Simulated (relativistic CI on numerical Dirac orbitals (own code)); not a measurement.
## Hyperfine structure of Sc10+, mass number 45

Calculated at this level of theory: Dirac-Coulomb-Breit CI, separate exchange-only KLI orbitals for each configuration, QED by a radiative potential, unscaled Slater integrals (own radial code, finite nucleus).

Configurations in the expansion (outside the closed core [Ne]): 3s, 3p, 3d, 4s, 4p, 4d, 4f, 5s, 5p, 5d, 5f, 5g, 6s, 6p, 6d. Levels of other configurations are missing.

Nuclear spin I = 7/2, μ = 4.754 μN, Q = -0.22 b (tables of Stone and Pyykkö). The electronic factors are computed for point nuclear moments, without core polarisation or the Bohr-Weisskopf and QED corrections.

| Level | E (eV) | A (MHz) | B (MHz) |
| --- | --- | --- | --- |
| 3s 2S_1/2 | 0.000 | 53450 |  |
| 3p 2P°_1/2 | 23.755 | 14770 |  |
| 3p 2P°_3/2 | 24.578 | 2848 | -857 |
| 3d 2D_3/2 | 57.040 | 1035 | -104 |
| 3d 2D_5/2 | 57.110 | 441.9 | -147 |
| 4s 2S_1/2 | 120.852 | 20480 |  |
| 4p 2P°_1/2 | 130.010 | 5901 |  |
| 4p 2P°_3/2 | 130.321 | 1140 | -343 |

Levels with J = 0, under 50 % of one LS term, or S terms without an open s electron are left out. Small factors come from cancelling terms and can be off by tens of per cent or more.

At this charge energies of transitions that change n are usually good to better than 1 %, and those within a shell (Δn = 0) to a few per cent.

(1) Give the hyperfine levels of 3s 2S_1/2 relative to its centre of gravity.

Answers

(1) With K = F(F + 1) − I(I + 1) − J(J + 1), E = AK/2: F = 3: -120300, F = 4: 93550 MHz.
